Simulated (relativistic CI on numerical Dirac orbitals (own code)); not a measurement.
**Level scheme of As⁹⁺**

Method of calculation: Dirac-Coulomb-Breit CI, separate exchange-only KLI orbitals for each configuration, a model potential for QED, unscaled Slater integrals (own radial code, finite nucleus).

Configuration list (outside the closed core [Ne]): 3s2 3p6 3d6, 3s2 3p5 3d7, 3s2 3p4 3d8, 3s 3p6 3d7, 3s2 3p6 3d5 4s, 3s2 3p6 3d5 4p, 3p6 3d8, 3s2 3p6 3d4 4s2, 3s2 3p6 3d5 4d, 3s2 3p6 3d4 4s 4p, 3s2 3p6 3d5 4f, 3s2 3p6 3d5 5s, 3s2 3p6 3d4 4p2, 3s2 3p6 3d4 4s 4d, 3s2 3p6 3d5 5p, 3s 3p5 3d8, 3s2 3p6 3d5 5d, 3s2 3p5 3d6 4s, 3s2 3p6 3d4 4p 4d, 3s2 3p6 3d5 5f, 3s2 3p6 3d5 6s, 3s2 3p6 3d5 5g, 3s2 3p6 3d5 6p, 3s2 3p5 3d6 4p, 3s2 3p6 3d4 4d2, 3s2 3p5 3d5 4s2, 3s2 3p6 3d5 6f, 3s 3p6 3d6 4s, 3s 3p6 3d5 4s2, 3s2 3p5 3d6 5s. Levels of other configurations are missing.

The lowest level is 3s2 3p6 3d6 5D_4, with 98 % of that term; Hund's rules for 3s2 3p6 3d6 give 5D with J = 4, in agreement.

| No. | Configuration | Term | J | E (eV) | % | Next component (%) | Lifetime (s) |
| --- | --- | --- | --- | --- | --- | --- | --- |
| 1 | 3s2 3p6 3d6 | 5D | 4 | 0.0000 | 98 | 1 3F |  |
| 2 | 3s2 3p6 3d6 | 5D | 3 | 0.3894 | 99 |  | 9.37e-01 |
| 3 | 3s2 3p6 3d6 | 5D | 2 | 0.6181 | 98 | 1 3P | 2.50e+00 |
| 4 | 3s2 3p6 3d6 | 5D | 1 | 0.7669 | 98 | 2 3P | 6.24e+00 |
| 5 | 3s2 3p6 3d6 | 5D | 0 | 0.8378 | 98 | 2 3P | 3.37e+01 |
| 6 | 3s2 3p6 3d6 | 3P | 2 | 5.0506 | 96 | 1 5D | 2.10e-02 |
| 7 | 3s2 3p6 3d6 | 3F | 4 | 5.7677 | 59 | 20 3H | 2.91e-02 |
| 8 | 3s2 3p6 3d6 | 3H | 6 | 5.9117 | 98 | 2 1I |  |
| 9 | 3s2 3p6 3d6 | 3H | 5 | 6.0384 | 86 | 14 3G | 6.93e+00 |
| 10 | 3s2 3p6 3d6 | 3P | 1 | 6.1455 | 97 | 2 5D | 1.39e-02 |
| 11 | 3s2 3p6 3d6 | 3F | 3 | 6.1831 | 91 | 8 3G | 3.07e-02 |
| 12 | 3s2 3p6 3d6 | 3F | 2 | 6.3167 | 97 | 2 1D | 6.67e-02 |
| 13 | 3s2 3p6 3d6 | 3H | 4 | 6.3197 | 70 | 29 3F | 6.19e-02 |
| 14 | 3s2 3p6 3d6 | 3P | 0 | 6.3854 | 89 | 9 1S | 1.58e-02 |
| 15 | 3s2 3p6 3d6 | 3G | 5 | 7.2128 | 86 | 14 3H | 1.26e-01 |
| 16 | 3s2 3p6 3d6 | 3G | 4 | 7.5169 | 86 | 6 3F | 1.57e-01 |
| 17 | 3s2 3p6 3d6 | 3G | 3 | 7.6257 | 91 | 8 3F | 8.07e-02 |
| 18 | 3s2 3p6 3d6 | 3D | 2 | 8.6553 | 90 | 8 1D | 3.94e-02 |
| 19 | 3s2 3p6 3d6 | 3D | 1 | 8.7571 | 98 | 1 3P | 3.17e-02 |
| 20 | 3s2 3p6 3d6 | 3D | 3 | 8.8244 | 98 | 1 1F | 2.63e-02 |
| 21 | 3s2 3p6 3d6 | 1G | 4 | 8.9825 | 91 | 4 3H | 1.95e-02 |
| 22 | 3s2 3p6 3d6 | 1I | 6 | 9.1082 | 98 | 2 3H | 7.17e-02 |
| 23 | 3s2 3p6 3d6 | 1S | 0 | 9.7344 | 89 | 10 3P | 8.62e-03 |
| 24 | 3s2 3p6 3d6 | 1D | 2 | 10.2063 | 88 | 8 3D | 1.99e-02 |
| 25 | 3s2 3p6 3d6 | 1F | 3 | 12.1153 | 93 | 6 3F | 4.81e-02 |
| 26 | 3s2 3p6 3d6 | 3P | 0 | 13.5088 | 97 | 2 1S | 1.56e-02 |
| 27 | 3s2 3p6 3d6 | 3P | 1 | 13.8365 | 99 | 1 3s2 3p4 3d8 3P | 1.44e-02 |
| 28 | 3s2 3p6 3d6 | 3F | 2 | 14.2780 | 99 | 1 3s2 3p4 3d8 3F | 1.45e-02 |
| 29 | 3s2 3p6 3d6 | 3F | 4 | 14.2926 | 97 | 2 1G | 1.46e-02 |
| 30 | 3s2 3p6 3d6 | 3F | 3 | 14.4433 | 93 | 5 1F | 1.44e-02 |
| 31 | 3s2 3p6 3d6 | 3P | 2 | 14.5222 | 98 | 1 1D | 1.66e-02 |
| 32 | 3s2 3p6 3d6 | 1G | 4 | 16.3144 | 97 | 2 3F | 1.36e-02 |
| 33 | 3s2 3p6 3d6 | 1D | 2 | 21.6148 | 99 | 1 3s2 3p4 3d8 1D | 5.73e-03 |
| 34 | 3s2 3p6 3d6 | 1S | 0 | 27.3768 | 98 | 1 3s2 3p4 3d8 1S | 3.09e-03 |
| 35 | 3d5(6S) 4s | 7S | 3 | 87.5750 | 99 | 1 5P | 2.08e-04 |
| 36 | 3d5(6S) 4s | 5S | 2 | 90.2420 | 99 | 1 3P | 2.39e-07 |
| 37 | 3p5 3d7(4F) | 5G° | 6 | 91.4055 | 99 |  | 1.92e-08 |
| 38 | 3p5 3d7(4F) | 5G° | 5 | 92.7748 | 95 | 4 5F° | 4.17e-10 |
| 39 | 3p5 3d7(4F) | 5G° | 4 | 93.9241 | 89 | 6 5F° | 2.50e-10 |
| 40 | 3p5 3d7(4F) | 5G° | 3 | 94.9129 | 79 | 8 3F° | 2.30e-10 |
| 41 | 3p5 3d7(2P) | 3D° | 3 | 95.2007 | 81 | 7 5D° | 7.13e-11 |
| 42 | 3p5 3d7(2P) | 1S° | 0 | 95.6898 | 64 | 33 3P° | 1.06e-09 |
| 43 | 3p5 3d7(4F) | 5G° | 2 | 95.8025 | 84 | 10 3F° | 2.40e-10 |
| 44 | 3d5(4G) 4s | 5G | 2 | 96.3306 | 97 | 2 3F | 1.11e-06 |
| 45 | 3d5(4G) 4s | 5G | 6 | 96.3345 | 99 | 1 3H | 1.10e-06 |
| 46 | 3d5(4G) 4s | 5G | 3 | 96.3541 | 98 | 1 3F | 1.12e-06 |
| 47 | 3d5(4G) 4s | 5G | 5 | 96.3719 | 99 |  | 1.12e-06 |
| 48 | 3d5(4G) 4s | 5G | 4 | 96.3730 | 98 | 1 3F | 1.12e-06 |
| 49 | 3p5 3d7(2P) | 3D° | 2 | 96.5573 | 79 | 8 5F° | 4.75e-11 |
| 50 | 3p5 3d7(4F) | 5F° | 5 | 96.9601 | 60 | 34 3G° | 2.10e-11 |
| 51 | 3d5(4P) 4s | 5P | 3 | 97.2720 | 70 | 25 5D | 1.02e-06 |
| 52 | 3d5(4P) 4s | 5P | 2 | 97.3743 | 72 | 26 5D | 1.04e-06 |
| 53 | 3p5 3d7(4P) | 5D° | 4 | 97.3963 | 75 | 15 3F° | 1.50e-10 |
| 54 | 3d5(4P) 4s | 5P | 1 | 97.5233 | 81 | 18 5D | 1.05e-06 |
| 55 | 3p5 3d7(4F) | 3D° | 1 | 97.6002 | 62 | 29 5F° | 2.85e-11 |
| 56 | 3p5 3d7(2G) | 3G° | 4 | 97.9210 | 33 | 33 5F° | 2.84e-11 |
| 57 | 3p5 3d7(4P) | 3P° | 2 | 97.9470 | 60 | 16 1D° | 1.90e-10 |
| 58 | 3p5 3d7(2G) | 3H° | 6 | 98.0827 | 96 | 3 3I° | 6.06e-11 |
| 59 | 3d5(4G) 4s | 3G | 4 | 98.0966 | 51 | 46 5D | 4.25e-07 |
| 60 | 3d5(4G) 4s | 3G | 3 | 98.1040 | 96 | 2 1F | 2.75e-07 |
| 61 | 3d5(4G) 4s | 3G | 5 | 98.1155 | 98 | 1 1H | 2.74e-07 |
| 62 | 3d5(4D) 4s | 5D | 4 | 98.2006 | 51 | 47 3G | 4.46e-07 |
| 63 | 3d5(4D) 4s | 5D | 0 | 98.2046 | 95 | 5 3P | 9.41e-07 |
| 64 | 3d5(4D) 4s | 5D | 1 | 98.3258 | 76 | 17 5P | 9.23e-07 |
| 65 | 3p5 3d7(4P) | 3P° | 1 | 98.4166 | 68 | 24 5D° | 9.40e-11 |
| 66 | 3d5(4D) 4s | 5D | 2 | 98.4402 | 67 | 26 5P | 9.05e-07 |
| 67 | 3d5(4D) 4s | 5D | 3 | 98.4468 | 72 | 24 5P | 1.03e-06 |
| 68 | 3p5 3d7(4F) | 5F° | 3 | 98.5335 | 46 | 40 5D° | 2.67e-11 |
| 69 | 3p5 3d7(2D) | 3F° | 4 | 98.7986 | 46 | 28 5D° | 3.61e-11 |
| 70 | 3d5(4P) 4s | 3P | 2 | 99.0654 | 64 | 25 3D | 2.78e-07 |

Energies count from the lowest computed level; ° marks odd parity; lifetimes are radiative, by E1, M1, E2, M2 decay to levels of this space only; some are left blank where a channel outside the calculation adds to the decay or the decay crosses a small, uncertain gap. Percentages are summed over parent terms; the parents shown are those of the largest component, closed shells are left out there.

The mean weight of the leading LS term, summed over parents, in these 70 levels is 85 %, and that of the leading jj configuration (from the same eigenvectors) 54 %, so LS coupling describes them better.

At this charge energies of transitions that change n are usually good to better than 1 %, and those within a shell (Δn = 0) to a few per cent. Terms inside the open d or f shell come out 10 to 20 % too wide with unscaled integrals.

Landé's interval rule says that E(J) − E(J−1) = AJ with one A. For the ground term the intervals give A = -571.7, -600.0, -615.0, -785.2 cm⁻¹ for J = 1, 2, 3, 4; the multiplet is inverted.
